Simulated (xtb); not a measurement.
C₃H₃, doublet, at a GFN2-xTB geometry; GFN2-xTB with GBSA(thf) run with xtb.

Here is a job for xtb.
```
$ xtb mol.xyz --gfn 2 --uhf 1 --gbsa thf --json

# file mol.xyz
6

C      0.01666932    -0.11091760     0.82667082
C      0.00408853    -0.69905031    -0.53382474
C     -0.02162935     0.58225352    -0.59208061
H      0.93754951    -0.07354811     1.39599007
H     -0.88439594    -0.10866141     1.42801722
H     -0.04792456     1.54849588    -1.02860011
```

It wrote (shortened):

```
   ID    Z sym.   atoms
    1    6 C      1-3
    2    1 H      4-6

           -------------------------------------------------
          |                Calculation Setup                |
           -------------------------------------------------

           -------------------------------------------------
          |                 G F N 2 - x T B                 |
           -------------------------------------------------

      * Solvation model:               GBSA
        Solvent                        thf
        Parameter file                 internal GFN2-xTB/GBSA
        Dielectric constant                7.6000E+00
        Reference state                gsolv [1 M gas/solution]
        Free energy shift                  3.3994E-03 Eh       2.1331E+00 kcal/mol
        Temperature                        2.9815E+02 K
        Density                            8.8300E-01 kg/L
        Solvent mass                       7.2106E+01 g/mol
        Interaction kernel             Still
        Born radius scaling (c1)           1.5128E+00
        Born radii integrator          GBOBC
        Born offset                        6.0704E-04 a0       1.1471E-03 AA
        H-bond correction              true
        Ion screening                  false
        Surface tension                    1.0000E-05 Eh       1.5569E+01 dyn/cm
        Grid points                               230 per atom

          ...................................................
          :                      SETUP                      :
          :.................................................:
          :  # basis functions                  15          :
          :  # atomic orbitals                  15          :
          :  # shells                            9          :
          :  # electrons                        15          :
          :  max. iterations                   250          :
          :  Hamiltonian                  GFN2-xTB          :
          :  restarted?                      false          :
          :  GBSA solvation                   true          :
          :  PC potential                    false          :
          :  electronic temp.          300.0000000     K    :
          :  accuracy                    1.0000000          :
          :  -> integral cutoff          0.2500000E+02      :
          :  -> integral neglect         0.1000000E-07      :
          :  -> SCF convergence          0.1000000E-05 Eh   :
          :  -> wf. convergence          0.1000000E-03 e    :
          :  Broyden damping             0.4000000          :
          :  net charge                          0          :
          :  unpaired electrons                  1          :
          ...................................................

 iter      E             dE          RMSdq      gap      omega  full diag
   1     -7.8923229 -0.789232E+01  0.567E+00    4.03       0.0  T
   2     -7.8929861 -0.663202E-03  0.338E+00    3.97       1.0  T
   3     -7.8648925  0.280936E-01  0.222E+00    4.12       1.0  T
   4     -7.8951658 -0.302734E-01  0.254E-01    4.02       1.0  T
   5     -7.8951540  0.118985E-04  0.121E-01    4.03       1.0  T
   6     -7.8952085 -0.545244E-04  0.459E-02    4.02       1.0  T
   7     -7.8952114 -0.289063E-05  0.255E-02    4.03       1.6  T
   8     -7.8952154 -0.402753E-05  0.363E-03    4.03      11.2  T
   9     -7.8952154 -0.122516E-08  0.296E-03    4.03      13.8  T
  10     -7.8952154 -0.530585E-07  0.178E-04    4.03     229.9  T
  11     -7.8952154 -0.377787E-10  0.152E-04    4.03     268.3  T

   *** convergence criteria satisfied after 11 iterations ***

         :::::::::::::::::::::::::::::::::::::::::::::::::::::
         ::                     SUMMARY                     ::
         :::::::::::::::::::::::::::::::::::::::::::::::::::::
         :: total energy              -7.744411421361 Eh    ::
         :: total w/o Gsasa/hb        -7.738601025681 Eh    ::
         :: gradient norm              0.002789942912 Eh/a0 ::
         :: HOMO-LUMO gap              4.030627355353 eV    ::
         ::.................................................::
         :: SCC energy                -7.895215363024 Eh    ::
         :: -> isotropic ES           -0.000281869413 Eh    ::
         :: -> anisotropic ES          0.001634839103 Eh    ::
         :: -> anisotropic XC          0.007210784135 Eh    ::
         :: -> dispersion             -0.001888340995 Eh    ::
         :: -> Gsolv                  -0.006073773833 Eh    ::
         ::    -> Gelec               -0.000263378153 Eh    ::
         ::    -> Gsasa               -0.008893916839 Eh    ::
         ::    -> Ghb                 -0.000315843898 Eh    ::
         ::    -> Gshift               0.003399365057 Eh    ::
         :: repulsion energy           0.150803941663 Eh    ::
         :: add. restraining           0.000000000000 Eh    ::
         :: total charge              -0.000000000000 e     ::
         :::::::::::::::::::::::::::::::::::::::::::::::::::::

           -------------------------------------------------
          |                Property Printout                |
           -------------------------------------------------

    * Orbital Energies and Occupations

         #    Occupation            Energy/Eh            Energy/eV
      -------------------------------------------------------------
         1        2.0000           -0.6527021             -17.7609
         2        2.0000           -0.5745987             -15.6356
         3        2.0000           -0.5418243             -14.7438
         4        2.0000           -0.5098220             -13.8730
         5        2.0000           -0.4749465             -12.9240
         6        2.0000           -0.4444822             -12.0950
         7        2.0000           -0.3978454             -10.8259
         8        1.0000           -0.3529055              -9.6030 (HOMO)
         9                         -0.2047826              -5.5724 (LUMO)
        10                         -0.0620738              -1.6891
        11                          0.0838071               2.2805
        12                          0.1677443               4.5646
        13                          0.2455293               6.6812
        14                          0.2576906               7.0121
        15                          0.8342132              22.7001
      -------------------------------------------------------------
                  HL-Gap            0.1481228 Eh            4.0306 eV
             Fermi-level           -0.3271098 Eh           -8.9011 eV

     #   Z          covCN         q      C6AA      α(0)
     1   6 C        3.797    -0.025    21.023     6.529
     2   6 C        1.959    -0.087    33.460     9.341
     3   6 C        2.876    -0.029    28.728     8.787
     4   1 H        0.925     0.036     2.498     2.471
     5   1 H        0.925     0.036     2.498     2.471
     6   1 H        0.927     0.068     2.102     2.267

 Mol. C6AA /au·bohr⁶  :        412.760922
 Mol. C8AA /au·bohr⁸  :      10100.783132
 Mol. α(0) /au        :         31.866562

Wiberg/Mayer (AO) data.
largest (>0.10) Wiberg bond orders for each atom

 ---------------------------------------------------------------------------
     #   Z sym  total        # sym  WBO       # sym  WBO       # sym  WBO
 ---------------------------------------------------------------------------
     1   6 C    3.881 --     2 C    1.120     5 H    0.977     4 H    0.977
                             3 C    0.792
     2   6 C    3.286 --     3 C    2.139     1 C    1.120
     3   6 C    3.923 --     2 C    2.139     6 H    0.964     1 C    0.792
     4   1 H    0.999 --     1 C    0.977
     5   1 H    0.999 --     1 C    0.977
     6   1 H    0.995 --     3 C    0.964
 ---------------------------------------------------------------------------

Topologies differ in total number of bonds
Writing topology from bond orders to xtbtopo.mol

molecular dipole:
                 x           y           z       tot (Debye)
 q only:       -0.003       0.276       0.143
   full:       -0.006       0.560       0.256       1.564
molecular quadrupole (traceless):
                xx          xy          yy          xz          yz          zz
 q only:       -0.279      -0.018      -0.004       0.024      -0.742       0.283
  q+dip:       -0.531      -0.056       1.109       0.026      -1.386      -0.578
   full:        0.107      -0.020       0.035       0.019      -1.199      -0.141

           -------------------------------------------------
          | TOTAL ENERGY               -7.744411421361 Eh   |
          | GRADIENT NORM               0.002789942912 Eh/α |
          | HOMO-LUMO GAP               4.030627355353 eV   |
           -------------------------------------------------

normal termination of xtb
```
